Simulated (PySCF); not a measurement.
SMILES Oc1ccc(s1)-c1ccccc1, GFN2-xTB optimised geometry.

```
20

O     -1.72    -4.33     0.00
C     -0.93    -3.25     0.00
C      0.44    -3.25     0.00
C      0.97    -1.95     0.00
C      0.04    -0.95     0.00
C      0.22     0.49     0.00
C     -0.87     1.35    -0.11
C     -0.70     2.72    -0.11
C      0.56     3.26     0.00
C      1.66     2.42     0.12
C      1.50     1.05     0.12
S     -1.57    -1.63     0.00
H     -2.65    -4.08     0.00
H      1.02    -4.15     0.00
H      2.03    -1.77    -0.01
H     -1.86     0.93    -0.20
H     -1.57     3.36    -0.20
H      0.70     4.33     0.01
H      2.65     2.84     0.21
H      2.36     0.42     0.21
```

Density from PBE/def2-SVP in PySCF 2.14.0 at that geometry.

Minimum of the electron density along straight lines between bonded atoms, close to the bond critical point (lines longer than 1.1 times the sum of covalent radii, or with two minima, are not listed):

| bond | length / Å | ρ at the minimum / e bohr⁻³ | ∇²ρ there / e bohr⁻⁵ | position (fraction from the first atom) |
|---|---|---|---|---|
| O1–C2 | 1.347 | 0.293 | -0.28 | 0.67 |
| C2–C3 | 1.361 | 0.320 | -0.80 | 0.53 |
| C3–C4 | 1.409 | 0.293 | -0.69 | 0.50 |
| C4–C5 | 1.366 | 0.316 | -0.76 | 0.49 |
| C5–C6 | 1.446 | 0.275 | -0.63 | 0.51 |
| C6–C7 | 1.397 | 0.303 | -0.73 | 0.50 |
| C7–C8 | 1.380 | 0.311 | -0.77 | 0.50 |
| C8–C9 | 1.385 | 0.309 | -0.76 | 0.50 |
| C9–C10 | 1.386 | 0.309 | -0.76 | 0.50 |
| C6–C11 | 1.398 | 0.301 | -0.72 | 0.50 |
| C10–C11 | 1.381 | 0.311 | -0.77 | 0.50 |
| C2–S12 | 1.737 | 0.209 | -0.44 | 0.48 |
| C5–S12 | 1.751 | 0.201 | (withheld) | 0.45 |
| O1–H13 | 0.964 | (withheld) | (withheld) | 0.81 |
| C3–H14 | 1.074 | 0.281 | -1.06 | 0.63 |
| C4–H15 | 1.075 | 0.282 | -1.06 | 0.63 |
| C7–H16 | 1.081 | 0.280 | -1.03 | 0.63 |
| C8–H17 | 1.080 | 0.281 | -1.05 | 0.63 |
| C9–H18 | 1.080 | 0.281 | -1.04 | 0.63 |
| C10–H19 | 1.080 | 0.281 | -1.05 | 0.63 |
| C11–H20 | 1.079 | 0.282 | -1.05 | 0.63 |

Q: Some entries are withheld; supply them.

A: 
- C5–S12, ∇²ρ there / e bohr⁻⁵: -0.37
- O1–H13, ρ at the minimum / e bohr⁻³: 0.355
- O1–H13, ∇²ρ there / e bohr⁻⁵: -2.27
